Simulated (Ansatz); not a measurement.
Compare A (`B[SiH2]C(N)O`) with its isomer B (`CNB[SiH2]O`).

Computed with Ansatz on PBE0-D4/def2-TZVP structures; ΔE is electronic, products minus reactants. CCSD(T)/CBS is the MP2 limit (def2-TZVPP, def2-QZVPP) plus CCSD(T) − MP2 in def2-TZVPP, frozen cores. Functionals use def2-TZVPP. B3LYP here is the variant with VWN-RPA as its local correlation; programs differ in this. One conformer a species, not always the lowest.

**Question.** Which is lower in electronic energy at CCSD(T)/CBS, and by how much? (Estimate.)

**Answer.** The calculation gave: B, by 82.5 kcal/mol.

**Question.** Give E(B) − E(A) in kcal/mol with CCSD/def2-TZVPP, ωB97M-V, B3LYP, HF/def2-TZVPP, CCSD(T)/def2-TZVPP, r2SCAN-D4, B3LYP-D4. (Estimate.)

**Answer.** Computed: CCSD/def2-TZVPP -82.3, ωB97M-V -81.6, B3LYP -83.2, HF/def2-TZVPP -82.6, CCSD(T)/def2-TZVPP -82.3, r2SCAN-D4 -82.1, B3LYP-D4 -82.2. None reverses the order clearly.

Largest T1 diagnostic: 0.013.

The D4 term adds +0.9 kcal/mol with B3LYP and +0.5 kcal/mol with PBE0; it sums over pairs of atoms, weighted by their polarisabilities, and B3LYP, whose exchange is more repulsive, gets the larger term. From PBE to PBE0 (25 % exact exchange), in def2-TZVPP and without D4, E(B) − E(A) moves by −1.0 kcal/mol.
